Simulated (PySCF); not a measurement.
B3LYP has the VWN-RPA correlation part, as in Gaussian. 

Cartesian coordinates (Å):
```xyz
4

Zn    -0.0915     0.0870     0.0650
F      0.7791     0.9283    -1.1857
O     -0.8736    -0.8636     1.3395
H     -1.7177    -0.4648     1.6197
```
Charge 0, spin multiplicity 1.

**Question.** What LUMO, HOMO–LUMO gap and HOMO does B3LYP-D3(BJ)/def2-TZVP // TPSS-D3(BJ)/def2-SVP (PySCF 2.14.0) give?

**Answer.** 
LUMO: -1.91 eV
HOMO–LUMO gap: 6.64 eV
HOMO: -8.55 eV
